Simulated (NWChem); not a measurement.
System: SnF cation, singlet; SMILES [F][Sn+]

Input file for NWChem:

```
start job
memory heap 200 mb stack 900 mb global 1100 mb
charge 1
geometry units angstroms
  Sn     0.000000     0.000000    -0.240315
  F      0.000000     0.000000     1.663356
end
basis spherical
  * library 3-21g
end
dft
  xc hfexch
  iterations 150
end
driver
  maxiter 120
end
task dft optimize
task dft freq
```

Excerpt of the output:

```
             Northwest Computational Chemistry Package (NWChem) 7.3.0
             --------------------------------------------------------

 ORDER OF PRIMARY AXIS IS BEING SET TO 4
 C4V symmetry detected

                             Geometry "geometry" -> ""
                             -------------------------

 Output coordinates in angstroms (scale by  1.889725989 to convert to a.u.)

  No.       Tag          Charge          X              Y              Z
 ---- ---------------- ---------- -------------- -------------- --------------
    1 Sn                  50.0000     0.00000000     0.00000000    -0.29039049
    2 F                    9.0000     0.00000000     0.00000000     1.61328051

 Effective nuclear repulsion energy (a.u.)     125.0897671130

      Symmetry information
      --------------------

 Group name             C4v
 Group number             18
 Group order               8
 No. of unique centers     2

                                Z-matrix (autoz)
                                --------

 Units are Angstrom for bonds and degrees for angles

      Type          Name      I     J     K     L     M      Value
      ----------- --------  ----- ----- ----- ----- ----- ----------
    1 Stretch                  1     2                       1.90367

  xc_inp: hfexch multiplicative factor not found.

                           NWChem Geometry Optimization
                           ----------------------------

 maximum gradient threshold         (gmax) =   0.000450
 rms gradient threshold             (grms) =   0.000300
 maximum cartesian step threshold   (xmax) =   0.001800
 rms cartesian step threshold       (xrms) =   0.001200
 fixed trust radius                (trust) =   0.300000
 source of zmatrix                         =   autoz

          -------------------
          Energy Minimization
          -------------------

 Using diagonal initial Hessian
 Scaling for Hessian diagonals: bonds = 1.00  angles = 0.25  torsions = 0.10

          --------
          Step   0

                                 NWChem DFT Module
                                 -----------------

 Summary of "ao basis" -> "ao basis" (spherical)
 ------------------------------------------------------------------------------
       Tag                 Description            Shells   Functions and Types
 ---------------- ------------------------------  ------  ---------------------
 Sn                          3-21g                  13       31   6s5p2d
 F                           3-21g                   5        9   3s2p

      Symmetry analysis of basis
      --------------------------

        a1         18
        a2          0
        b1          2
        b2          2
        e          18

            General Information
            -------------------
          SCF calculation type: DFT
          Wavefunction type:  closed shell.
          No. of atoms     :     2
          No. of electrons :    58
           Alpha electrons :    29
            Beta electrons :    29
          Charge           :     1
          Spin multiplicity:     1
          Use of symmetry is: on ; symmetry adaption is: on
          Maximum number of iterations: 150
          AO basis - number of functions:    40
                     number of shells:    18
          Convergence on energy requested:  1.00D-06
          Convergence on density requested:  1.00D-05
          Convergence on gradient requested:  5.00D-04

              XC Information
              --------------
                     Hartree-Fock (Exact) Exchange  1.000

      Superposition of Atomic Density Guess
      -------------------------------------

 Sum of atomic energies:       -6095.11550892

 Renormalizing density from      59.00 to     58

      Non-variational initial energy
      ------------------------------

 Total energy =   -6030.206654
 1-e energy   =   -8515.737642
 2-e energy   =    2360.441221
 HOMO         =      -0.796815
 LUMO         =      -0.397665

      Symmetry analysis of molecular orbitals - initial
      -------------------------------------------------

 !! scf_movecs_sym_adapt:    4 vectors were symmetry contaminated

  Symmetry fudging

 !! scf_movecs_sym_adapt:    4 vectors were symmetry contaminated

  Numbering of irreducible representations:

     1 a1          2 a2          3 b1          4 b2          5 e

  Orbital symmetries:

     1 a1          2 a1          3 a1          4 e           5 e
     6 a1          7 a1          8 e           9 e          10 a1
    11 a1         12 e          13 e          14 b1         15 b2
    16 a1         17 a1         18 e          19 e          20 a1
    21 e          22 e          23 b1         24 b2         25 a1
    26 a1         27 e          28 e          29 a1         30 e
    31 e          32 a1         33 a1         34 e          35 e
    36 a1         37 e          38 e          39 a1

 !! scf_movecs_sym_adapt:    4 vectors were symmetry contaminated

  Symmetry fudging

 !! scf_movecs_sym_adapt:    4 vectors were symmetry contaminated

   convergence    iter        energy       DeltaE   RMS-Dens  Diis-err
 ---------------- ----- ----------------- --------- --------- ---------
 d= 0,ls=0.0,diis     1  -6094.8520439314 -6.22D+03  2.41D-02  1.45D+00

 !! scf_movecs_sym_adapt:    4 vectors were symmetry contaminated

  Symmetry fudging

 !! scf_movecs_sym_adapt:    4 vectors were symmetry contaminated

 d= 0,ls=0.0,diis     2  -6094.9166583208 -6.46D-02  8.87D-03  6.29D-01

 !! scf_movecs_sym_adapt:    4 vectors were symmetry contaminated

  Symmetry fudging

 !! scf_movecs_sym_adapt:    2 vectors were symmetry contaminated

 d= 0,ls=0.0,diis     3  -6094.9624850945 -4.58D-02  1.84D-03  1.04D-02

 !! scf_movecs_sym_adapt:    4 vectors were symmetry contaminated

  Symmetry fudging

 !! scf_movecs_sym_adapt:    4 vectors were symmetry contaminated

 d= 0,ls=0.0,diis     4  -6094.9635923500 -1.11D-03  7.35D-04  1.79D-04

 !! scf_movecs_sym_adapt:    4 vectors were symmetry contaminated

  Symmetry fudging

 !! scf_movecs_sym_adapt:    4 vectors were symmetry contaminated

 d= 0,ls=0.0,diis     5  -6094.9636882289 -9.59D-05  2.43D-04  1.80D-05

 !! scf_movecs_sym_adapt:    4 vectors were symmetry contaminated

  Symmetry fudging

 !! scf_movecs_sym_adapt:    4 vectors were symmetry contaminated

  Resetting Diis
 d= 0,ls=0.0,diis     6  -6094.9636987312 -1.05D-05  4.20D-05  7.06D-07

 !! scf_movecs_sym_adapt:    4 vectors were symmetry contaminated

  Symmetry fudging

 !! scf_movecs_sym_adapt:    4 vectors were symmetry contaminated

 d= 0,ls=0.0,diis     7  -6094.9636990258 -2.95D-07  2.51D-06  1.59D-08

         Total DFT energy =    -6094.963699025792
      One electron energy =    -8645.123315280292
           Coulomb energy =     2593.658542591288
    Exchange-Corr. energy =     -168.588693449836
 Nuclear repulsion energy =      125.089767113049

 Numeric. integr. density =        0.000000000000

                  Occupations of the irreducible representations
                  ----------------------------------------------

                     irrep           alpha         beta
                     --------     --------     --------
                     a1               13.0         13.0
                     a2                0.0          0.0
                     b1                2.0          2.0
                     b2                2.0          2.0
                     e                12.0         12.0

                       DFT Final Molecular Orbital Analysis
                       ------------------------------------

 Vector   27  Occ=2.000000D+00  E=-7.849407D-01  Symmetry=e
              MO Center= -1.7D-17,  1.9D-17,  1.6D+00, r^2= 5.9D-01
   Bfn.  Coefficient  Atom+Function         Bfn.  Coefficient  Atom+Function
  ----- ------------  ---------------      ----- ------------  ---------------
    39      0.453358  2 F  py                38     -0.400438  2 F  px
    35      0.388412  2 F  py                34     -0.343073  2 F  px
    16      0.077048  1 Sn py                15     -0.068054  1 Sn px
    20      0.057726  1 Sn py                12     -0.054527  1 Sn py
    19     -0.050988  1 Sn px                11      0.048162  1 Sn px

 Vector   28  Occ=2.000000D+00  E=-7.849407D-01  Symmetry=e
              MO Center= -2.2D-17, -1.9D-17,  1.6D+00, r^2= 5.9D-01
   Bfn.  Coefficient  Atom+Function         Bfn.  Coefficient  Atom+Function
  ----- ------------  ---------------      ----- ------------  ---------------
    38      0.453358  2 F  px                39      0.400438  2 F  py
    34      0.388412  2 F  px                35      0.343073  2 F  py
    15      0.077048  1 Sn px                16      0.068054  1 Sn py
    19      0.057726  1 Sn px                11     -0.054527  1 Sn px
    20      0.050988  1 Sn py                12     -0.048162  1 Sn py

 Vector   29  Occ=2.000000D+00  E=-6.641738D-01  Symmetry=a1
              MO Center= -1.7D-18,  5.0D-18, -2.8D-01, r^2= 2.6D+00
   Bfn.  Coefficient  Atom+Function         Bfn.  Coefficient  Atom+Function
  ----- ------------  ---------------      ----- ------------  ---------------
    14      0.463621  1 Sn s                 18      0.435276  1 Sn s
    17     -0.324748  1 Sn pz                40      0.324668  2 F  pz
    10     -0.314481  1 Sn s                 36      0.269758  2 F  pz
    13      0.203951  1 Sn pz                 6      0.158205  1 Sn s
     9     -0.091207  1 Sn pz                29      0.072544  1 Sn d  0

 Vector   30  Occ=0.000000D+00  E=-2.297929D-01  Symmetry=e
              MO Center= -4.3D-17,  1.1D-17, -2.5D-01, r^2= 3.4D+00
   Bfn.  Coefficient  Atom+Function         Bfn.  Coefficient  Atom+Function
  ----- ------------  ---------------      ----- ------------  ---------------
    19      0.596428  1 Sn px                15      0.491574  1 Sn px
    11     -0.345329  1 Sn px                38     -0.181540  2 F  px
     7      0.153071  1 Sn px                20     -0.145717  1 Sn py
    34     -0.123034  2 F  px                16     -0.120099  1 Sn py
    12      0.084369  1 Sn py                39      0.044353  2 F  py

[...]

      ----------------------
      Optimization converged
      ----------------------

  Step       Energy      Delta E   Gmax     Grms     Xrms     Xmax
  ---- ---------------- -------- -------- -------- -------- --------
@    3   -6094.96483156 -8.4D-08  0.00002  0.00002  0.00016  0.00027
                                     ok       ok       ok       ok

                                Z-matrix (autoz)
                                --------

 Units are Angstrom for bonds and degrees for angles

      Type          Name      I     J     K     L     M      Value     Gradient
      ----------- --------  ----- ----- ----- ----- ----- ---------- ----------
    1 Stretch                  1     2                       1.86144   -0.00002

                         Geometry "geometry" -> "geometry"
                         ---------------------------------

 Output coordinates in angstroms (scale by  1.889725989 to convert to a.u.)

  No.       Tag          Charge          X              Y              Z
 ---- ---------------- ---------- -------------- -------------- --------------
    1 Sn                  50.0000     0.00000000     0.00000000    -0.26927423
    2 F                    9.0000     0.00000000     0.00000000     1.59216425

 Effective nuclear repulsion energy (a.u.)     127.9278175752

      Symmetry information
      --------------------

 Group name             C4v
 Group number             18
 Group order               8
 No. of unique centers     2

                Final and change from initial internal coordinates
                --------------------------------------------------

                                Z-matrix (autoz)
                                --------

 Units are Angstrom for bonds and degrees for angles

      Type          Name      I     J     K     L     M      Value       Change
      ----------- --------  ----- ----- ----- ----- ----- ---------- ----------
    1 Stretch                  1     2                       1.86144   -0.04223

 ==============================================================================
                                internuclear distances
 ------------------------------------------------------------------------------
       center one      |      center two      | atomic units |  angstroms
 ------------------------------------------------------------------------------
    2 F                |   1 Sn               |     3.51761  |     1.86144
 ------------------------------------------------------------------------------
                         number of included internuclear distances:          1
 ==============================================================================

[second-derivative integrals and response iterations left out]

  Vibrational analysis via the FX method

  See chapter 2 in "Molecular Vibrations" by Wilson, Decius and Cross

  Vib: Default input used

 ---------------------------- Atom information ----------------------------
     atom    #        X              Y              Z            mass
 --------------------------------------------------------------------------
    Sn       1  0.0000000D+00  0.0000000D+00 -5.0885451D-01  1.1790180D+02
    F        2  0.0000000D+00  0.0000000D+00  3.0087542D+00  1.8998400D+01
 --------------------------------------------------------------------------

[unprojected Hessian and modes left out]

        Vibrational analysis via the FX method
  --- with translations and rotations projected out ---
  --- via the Eckart algorithm                      ---
 Dependent rotation vector no.                    3
  found in ECKART; assuming linear geometry
 Projected Nuclear Hessian trans-rot subspace norm:1.2326D-32
                         (should be close to zero!)

[projected Hessian left out]

 Rotational Constants
 --------------------
 A=   0.000000 cm-1  (  0.000000 K)
 B=   0.297351 cm-1  (  0.427812 K)
 C=   0.297351 cm-1  (  0.427812 K)

 Temperature                      =   298.15K
 frequency scaling parameter      =   1.0000

 Linear Molecule

 Zero-Point correction to Energy  =    1.124 kcal/mol  (  0.001791 au)
 Thermal correction to Energy     =    2.656 kcal/mol  (  0.004233 au)
 Thermal correction to Enthalpy   =    3.248 kcal/mol  (  0.005177 au)

 Total Entropy                    =   55.844 cal/mol-K
   - Translational                =   40.636 cal/mol-K (mol. weight = 136.9002)
   - Rotational                   =   14.990 cal/mol-K (symmetry #  =        1)
   - Vibrational                  =    0.218 cal/mol-K

 Cv (constant volume heat capacity) =    5.638 cal/mol-K
   - Translational                  =    2.979 cal/mol-K
   - Rotational                     =    1.986 cal/mol-K
   - Vibrational                    =    0.673 cal/mol-K

[normal modes left out]

 ----------------------------------------------------------------------------
 Normal Eigenvalue ||           Projected Infra Red Intensities
  Mode   [cm**-1]  || [atomic units] [(debye/angs)**2] [(KM/mol)] [arbitrary]
 ------ ---------- || -------------- ----------------- ---------- -----------
    1        0.000 ||    0.012659           0.292        12.341       7.761
    2        0.000 ||    0.012659           0.292        12.341       7.761
    3        0.000 ||    0.002587           0.060         2.522       1.586
    4        0.000 ||    0.002587           0.060         2.522       1.586
    5        0.000 ||    0.007305           0.169         7.121       4.478
    6      786.643 ||    0.060067           1.386        58.557      36.827
 ----------------------------------------------------------------------------
```

Level: Hartree-Fock/3-21G, non-relativistic. Low-valent species are run as closed-shell singlets; no triplet was tried in these runs.
